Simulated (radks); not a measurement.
Results of a calculation; reference values are marked as such.
Task: The mean radii <r> (bohr) of the occupied orbitals of an atom or ion are listed with their occupations. Code: a radial shooting solver on a logarithmic mesh with Libxc functionals. Model: scalar-relativistic Kohn-Sham, PBEsol, spin-polarised, spherical densities, finite nucleus; Fermi nuclear charge, rms radius of each element as measured or else 0.836 A^(1/3) + 0.57 fm.

| orbital | occ. | <r> |
|---|---|---|
| 1s up | 1 | 0.02559 |
| 1s down | 1 | 0.02559 |
| 2s up | 1 | 0.1096 |
| 2s down | 1 | 0.1096 |
| 2p up | 3 | 0.09602 |
| 2p down | 3 | 0.09602 |
| 3s up | 1 | 0.2882 |
| 3s down | 1 | 0.2881 |
| 3p up | 3 | 0.2851 |
| 3p down | 3 | 0.2850 |
| 3d up | 5 | 0.2600 |
| 3d down | 5 | 0.2598 |
| 4s up | 1 | 0.5999 |
| 4s down | 1 | 0.5998 |
| 4p up | 1 | 0.6152 |

Name the element and its charge. Open shells, if any, are filled with parallel spins first.

Result: Z = 56, barium, charge +25: Ba25+ in [Ar] 3d10 4s2 4p1. The 1s radius gives Z: for a bare nucleus <r> = (2 gamma + 1)/(2Z) with gamma = sqrt(1 - (Z/c)^2), 0.02523 bohr for Z = 56, and screening makes it slightly larger (0.02559 here). The occupations add up to 31, and the charge is Z minus that.
